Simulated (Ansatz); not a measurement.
Geometry optimisation, UKS revPBE-D4/def2-SVP in Ansatz 0.2.0.

The input (input.yaml):

```yaml
crystal:
  periodic: [false, false, false]
  atoms:
    - { symbol: C, position_ang: [-2.31776, -0.49726, -0.42873] }
    - { symbol: B, position_ang: [-1.05027, -0.82085, -0.33972] }
    - { symbol: S, position_ang: [0.7483, -1.20917, -0.17933] }
    - { symbol: C, position_ang: [1.39531, 0.44796, 0.29499] }
    - { symbol: H, position_ang: [-3.35235, -0.23738, -0.51283] }
    - { symbol: H, position_ang: [1.23026, 1.15604, -0.5172] }
    - { symbol: H, position_ang: [1.90844, -1.95643, -0.17105] }
    - { symbol: H, position_ang: [0.88212, 0.8007, 1.18931] }
total_charge: -1
magnetization:
  spin_polarized: true
basis:
  gaussian: { orbitals: def2-SVP }
hamiltonian:
  xc: revpbe
  dispersion: d4
relax:
  f_tol: 0.02
  max_steps: 50
output:
  orbitals: {}
```

Launched with:

```bash
$ ansatz run input.yaml --threads 2 --pin off --max-ram 3072MiB --backend cpu --events-out ev --progress --plain --runs-dir out
```

**Question.** Where does it end, and by what steps?

**Answer.** The run converged. Limits of this set-up: an anion without diffuse functions. After 15 steps the energy has fallen by 1.979 eV; H7 moved furthest, 0.86 Å.

```json
{"step": "0", "energy less start (eV)": "0.0000", "largest force component (eV/Å)": "3.502", "accepted": "yes"}
{"step": "1", "energy less start (eV)": "-0.7342", "largest force component (eV/Å)": "2.078", "accepted": "yes"}
{"step": "2", "energy less start (eV)": "-1.1952", "largest force component (eV/Å)": "1.215", "accepted": "yes"}
{"step": "3", "energy less start (eV)": "-1.6096", "largest force component (eV/Å)": "1.363", "accepted": "yes"}
{"step": "4", "energy less start (eV)": "-1.7889", "largest force component (eV/Å)": "1.283", "accepted": "yes"}
{"step": "5", "energy less start (eV)": "-1.9111", "largest force component (eV/Å)": "0.827", "accepted": "yes"}
{"step": "6", "energy less start (eV)": "-1.9603", "largest force component (eV/Å)": "0.401", "accepted": "yes"}
{"step": "7", "energy less start (eV)": "-1.9729", "largest force component (eV/Å)": "0.252", "accepted": "yes"}
{"step": "8", "energy less start (eV)": "-1.9770", "largest force component (eV/Å)": "0.063", "accepted": "yes"}
{"step": "9", "energy less start (eV)": "-1.9781", "largest force component (eV/Å)": "0.086", "accepted": "yes"}
{"step": "10", "energy less start (eV)": "-1.9778", "largest force component (eV/Å)": "0.212", "accepted": "no"}
{"step": "11", "energy less start (eV)": "-1.9784", "largest force component (eV/Å)": "0.027", "accepted": "yes"}
{"step": "12", "energy less start (eV)": "-1.9785", "largest force component (eV/Å)": "0.040", "accepted": "yes"}
{"step": "13", "energy less start (eV)": "-1.9786", "largest force component (eV/Å)": "0.021", "accepted": "yes"}
{"step": "14", "energy less start (eV)": "-1.9785", "largest force component (eV/Å)": "0.033", "accepted": "no"}
{"step": "15", "energy less start (eV)": "-1.9786", "largest force component (eV/Å)": "0.009", "accepted": "yes"}
```

```xyz
8
Properties=species:S:1:pos:R:3
C -2.390 -0.746 -0.439
B -1.053 -0.796 -0.454
S 0.772 -0.721 -0.581
C 1.669 0.474 0.368
H -3.479 -0.732 -0.417
H 1.839 1.298 -0.363
H 1.071 -1.936 0.033
H 1.015 0.844 1.188
```

Run time: 61 s on 2 threads of Arm Neoverse N1, with other jobs on the host, peak memory 0.17 GiB.
